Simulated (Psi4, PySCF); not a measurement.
PySCF was given this input:
```python
from pyscf import gto, scf, dft

mol = gto.M(
    atom='''
S     0.008638   -0.007341    1.192886
C     0.002988    1.225833   -0.005095
C    -0.003171   -1.225678   -0.020136
C    -0.007387    0.715073   -1.261196
C    -0.010941   -0.699498   -1.269875
H     0.007731    2.253480    0.299008
H    -0.003601   -2.256990    0.271334
H    -0.012358    1.318248   -2.151350
H    -0.018915   -1.291672   -2.167363
''',
    basis='sto-3g',
    charge=0,
    spin=0,
    verbose=4,
)

mf = dft.RKS(mol)
mf.xc = 'camb3lyp'
mf.grids.atom_grid = (99, 590)
mf.grids.prune = None
mf.kernel()
```

Q: Write the same job for Psi4.

A: Several could match; the one computed here: 
```
memory 2 GB

molecule mol {
0 1
S     0.008638   -0.007341    1.192886
C     0.002988    1.225833   -0.005095
C    -0.003171   -1.225678   -0.020136
C    -0.007387    0.715073   -1.261196
C    -0.010941   -0.699498   -1.269875
H     0.007731    2.253480    0.299008
H    -0.003601   -2.256990    0.271334
H    -0.012358    1.318248   -2.151350
H    -0.018915   -1.291672   -2.167363
}

set {
  basis sto-3g
  reference rks
  scf_type pk
  puream true
  d_convergence 1e-8
  dft_radial_points 99
  dft_spherical_points 590
}

energy('cam-b3lyp')
print_variables()
```

Both were run: PySCF gave -546.598611 Eh and Psi4 -546.598611 Eh, 0.000 mEh apart.
